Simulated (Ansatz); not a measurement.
Born–Oppenheimer molecular dynamics of Cl3HOTi (6 atoms, charge 0, multiplicity 1). It starts from a relaxed structure.

Theory: Ansatz 0.2.0, RKS PBE0-D4/def2-SVP.

```
ensemble             : NVT, Nosé–Hoover chain
time step            : 0.25 fs
steps asked          : 300
set temperature      : 3000 K
thermostat           : time constant 100 fs, chain length 3 (defaults)
temperature schedule : 75 steps to 3000 K, then 225 steps to 6000 K
seed                 : 936286
```

First frame:

```xyz
6
Properties=species:S:1:pos:R:3
Ti -0.031 -0.028 -0.049
O -0.144 -0.085 1.673
H -0.712 -0.148 2.449
Cl 2.062 0.003 -0.639
Cl -1.052 1.754 -0.759
Cl -1.029 -1.777 -0.866
```

(1) How far do the bonds stretch over the last three quarters of this one trajectory? (Pairs bonded in most of those frames.)

Answers

(1) 
```
   bond  mean (Å)  spread (Å)  shortest  longest
 Ti1–O2     1.747       0.025      1.71     1.78
Ti1–Cl4     2.179       0.092      2.06     2.32
Ti1–Cl5     2.243       0.088      2.05     2.32
Ti1–Cl6     2.195       0.105      2.07     2.35
  O2–H3     0.973       0.031      0.93     1.02
```

Mean temperature of the second half: 1273 K. The conserved energy stayed within 0.081 meV per atom of its start (net change 0.062 meV per atom), so the integration is sound. The schedule's set-point averaged 5000 K over the second half and the system 1273 K, so it lags behind the ramp. A run of 0.075 ps of so small a system gives no equilibrium averages.

Time of the run: 17 min on 2 threads of Arm Neoverse V2, with other jobs on the host, peak memory 0.27 GiB.
